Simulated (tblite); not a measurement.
C4H10BrGeN.
Atom-mapped SMILES: `[CH2:1]=[CH:2][CH2:3][CH2:4][Ge@@H:5]([NH2:6])[Br:7]` (hydrogens: H8, H9 on C1; H10 on C2; H11, H12 on C3; H13, H14 on C4; H15 on Ge5; H16, H17 on N6)

Computed with GFN2-xTB (tblite), gas phase: L-BFGS steps from a force-field or distance-geometry start until the largest atomic force falls under 0.01 eV/Å.

Step 55: E = -615.3371 eV
```
atom  x, y, z in Å  |  force x, y, z in eV/Å
C1     -2.9059    1.1165    0.1399    0.033   0.009  -0.041
C2     -2.1350    0.1046   -0.2118   -0.072   0.008   0.025
C3     -0.6536    0.2088   -0.3961   -0.024  -0.026   0.010
C4      0.0231   -0.3586    0.8539   -0.016  -0.002   0.018
Ge5     2.0064   -0.2452    0.8220   -0.015  -0.011   0.021
N6      2.7123   -1.3411   -0.4303   -0.003   0.005  -0.058
Br7     2.6117    1.9550    0.4219    0.005   0.031  -0.005
H8     -3.9626    1.0031    0.3120    0.011  -0.004  -0.014
H9     -2.5034    2.1097    0.2595   -0.027   0.001  -0.002
H10    -2.5460   -0.8928   -0.3141   -0.005   0.029  -0.016
H11    -0.3493   -0.3614   -1.2789    0.021   0.010   0.006
H12    -0.3665    1.2548   -0.5403   -0.004  -0.030   0.024
H13    -0.2533   -1.4062    0.9847    0.030   0.023   0.002
H14    -0.3441    0.1849    1.7278    0.031  -0.026   0.009
H15     2.7286   -0.6022    2.1073    0.013   0.012   0.021
H16     2.2261   -1.4383   -1.3107    0.048   0.006   0.021
H17     3.7046   -1.2795   -0.6108   -0.026  -0.035  -0.022
```

Step 56: E = -615.3378 eV
```
atom  x, y, z in Å  |  force x, y, z in eV/Å
C1     -2.9090    1.1198    0.1357    0.028   0.007  -0.057
C2     -2.1355    0.1067   -0.2072   -0.072   0.008   0.029
C3     -0.6538    0.2100   -0.3923   -0.032  -0.028   0.013
C4      0.0245   -0.3635    0.8545   -0.024   0.002   0.021
Ge5     2.0079   -0.2465    0.8228   -0.016   0.003   0.009
N6      2.7142   -1.3412   -0.4303   -0.007   0.002  -0.062
Br7     2.6152    1.9541    0.4191   -0.003   0.019   0.000
H8     -3.9662    1.0060    0.3053    0.013  -0.013  -0.010
H9     -2.5123    2.1163    0.2461   -0.010   0.000   0.001
H10    -2.5457   -0.8919   -0.3010    0.000   0.031  -0.016
H11    -0.3498   -0.3568   -1.2774    0.012   0.008   0.008
H12    -0.3673    1.2565   -0.5350    0.002  -0.034   0.037
H13    -0.2492   -1.4127    0.9804    0.033   0.033  -0.010
H14    -0.3440    0.1727    1.7323    0.034  -0.017   0.006
H15     2.7307   -0.6025    2.1073    0.015   0.011   0.026
H16     2.2277   -1.4401   -1.3103    0.039   0.006   0.023
H17     3.7054   -1.2748   -0.6140   -0.010  -0.036  -0.017
```

Step 57: E = -615.3388 eV
```
atom  x, y, z in Å  |  force x, y, z in eV/Å
C1     -2.9151    1.1266    0.1270    0.004   0.005  -0.066
C2     -2.1372    0.1112   -0.1982   -0.040   0.004   0.021
C3     -0.6550    0.2119   -0.3846   -0.032  -0.021   0.016
C4      0.0268   -0.3712    0.8560   -0.025   0.005   0.018
Ge5     2.0101   -0.2472    0.8234   -0.007   0.022  -0.012
N6      2.7176   -1.3403   -0.4308   -0.008  -0.001  -0.043
Br7     2.6211    1.9542    0.4151   -0.015  -0.005   0.008
H8     -3.9729    1.0100    0.2914    0.011  -0.021  -0.001
H9     -2.5286    2.1281    0.2237    0.020   0.000   0.000
H10    -2.5446   -0.8895   -0.2778   -0.009   0.022  -0.018
H11    -0.3519   -0.3501   -1.2733   -0.006   0.003   0.008
H12    -0.3671    1.2584   -0.5249    0.003  -0.029   0.053
H13    -0.2399   -1.4234    0.9712    0.028   0.025  -0.019
H14    -0.3442    0.1505    1.7409    0.035   0.003   0.010
H15     2.7358   -0.6041    2.1056    0.016   0.013   0.033
H16     2.2310   -1.4442   -1.3093    0.007   0.005   0.000
H17     3.7070   -1.2688   -0.6194    0.018  -0.032  -0.007
```

Task: Estimate the geometry and energy of step 58. (The exact step hangs on the optimiser's Hessian estimate; all steps are aligned on step 57, rigid shifts and turns removed.)

Result: E = -615.3394 eV, largest force 0.060 eV/Å
```
atom  x, y, z in Å  |  force x, y, z in eV/Å
C1     -2.9187    1.1308    0.1213   -0.017   0.003  -0.057
C2     -2.1388    0.1140   -0.1932   -0.004   0.001   0.009
C3     -0.6564    0.2124   -0.3798   -0.020  -0.011   0.015
C4      0.0277   -0.3746    0.8573   -0.011   0.003   0.010
Ge5     2.0112   -0.2463    0.8231    0.005   0.023  -0.021
N6      2.7194   -1.3391   -0.4316   -0.008   0.001  -0.019
Br7     2.6236    1.9556    0.4140   -0.021  -0.016   0.012
H8     -3.9766    1.0114    0.2828    0.003  -0.018   0.003
H9     -2.5374    2.1344    0.2132    0.034   0.002  -0.006
H10    -2.5443   -0.8875   -0.2664   -0.022   0.009  -0.018
H11    -0.3535   -0.3475   -1.2701   -0.016   0.000   0.007
H12    -0.3662    1.2582   -0.5189   -0.001  -0.017   0.055
H13    -0.2333   -1.4283    0.9658    0.018   0.006  -0.016
H14    -0.3441    0.1389    1.7460    0.031   0.017   0.018
H15     2.7393   -0.6053    2.1038    0.013   0.017   0.032
H16     2.2330   -1.4471   -1.3089   -0.015   0.004  -0.023
H17     3.7081   -1.2679   -0.6221    0.030  -0.026  -0.001
```

The energy changes by -0.0006 eV. The first-order estimate −F·Δx gives -0.0008 eV and the mean of the old and new forces, exact on a quadratic surface, -0.0006 eV. The step makes an angle of 81° with the force vector and moves no atom by more than 0.015 Å.

What follows is the cost of the whole relaxation. Hardware: Arm Neoverse N1, one thread, no GPU, shared host. Cost: 1.2 s.
